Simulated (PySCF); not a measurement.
C₃H₉BN₂.
SMILES: `C=C(C)B(N)N`

The closed-shell SCF was solved with PySCF and density fitting under several settings on one GFN2-xTB geometry (grid level 2 and gas phase unless stated).

| settings | basis functions | SCF cycles | E (Eh) | HOMO (eV) | LUMO (eV) | dipole (D) |
| --- | --- | --- | --- | --- | --- | --- |
| PBE0/cc-pVDZ, level shift 0.3 Eh, start guess huckel | 129 | 14 | -253.8657 | -6.48 | 0.53 | 1.62 |
| PW91/MINI, energy threshold 1e-07 Eh, fitting basis def2-qzvpp-jkfit | 39 | 9 | -252.0291 | -6.23 | -2.05 | 2.30 |

**Question.** Estimate the rows for these settings: (1) HSE06/6-311+G(2d,p), IEF-PCM water, fitting basis def2-qzvpp-jkfit; (2) X3LYP/6-31++G**, IEF-PCM dichloromethane, start guess sap, energy threshold 1e-07 Eh.

**Answer.** 
```tsv
settings	basis functions	SCF cycles	E (Eh)	HOMO (eV)	LUMO (eV)	dipole (D)
HSE06/6-311+G(2d,p), IEF-PCM water, fitting basis def2-qzvpp-jkfit	216	10	-253.9676	-6.43	-0.49	1.72
X3LYP/6-31++G**, IEF-PCM dichloromethane, start guess sap, energy threshold 1e-07 Eh	162	12	-254.0753	-6.59	-0.22	1.67
```

**Question.** Over all rows, what range does the HOMO–LUMO gap span?

**Answer.** From 4.18 eV (PW91/MINI, energy threshold 1e-07 Eh, fitting basis def2-qzvpp-jkfit) to 7.01 eV (PBE0/cc-pVDZ, level shift 0.3 Eh, start guess huckel). The functional of the narrowest has no exact exchange, that of the widest 25 % exact exchange.

**Question.** And the dipole moment?

**Answer.** From 1.62 D (PBE0/cc-pVDZ, level shift 0.3 Eh, start guess huckel) to 2.30 D (PW91/MINI, energy threshold 1e-07 Eh, fitting basis def2-qzvpp-jkfit); the largest is 1.42 times the smallest, and the median is 1.69 D.

Whole jobs, the steps after the SCF included, on one thread, x86-64 server (shared host):

```tsv
settings	work after the SCF	wall time
PBE0/cc-pVDZ, level shift 0.3 Eh, start guess huckel	1 singlet by full TDDFT, polarisability	25 s
PW91/MINI, energy threshold 1e-07 Eh, fitting basis def2-qzvpp-jkfit	shieldings	10 s
HSE06/6-311+G(2d,p), IEF-PCM water, fitting basis def2-qzvpp-jkfit	shieldings, charges and field gradients	63 s
X3LYP/6-31++G**, IEF-PCM dichloromethane, start guess sap, energy threshold 1e-07 Eh	shieldings	37 s
```

All basis functions are spherical, in the Pople sets too. Geometry: GFN2-xTB; no vibrations or thermal averaging.

The values belong to the conformer `[CH2:1]=[C:2]([CH3:3])[B:4]([NH2:5])[NH2:6]`: C1–C2–B4–N5 -26°, H–N5–B4–C2 -1°, H–N5–B4–C2 180°, H–N6–B4–C2 -179°, H–N6–B4–C2 -2°.
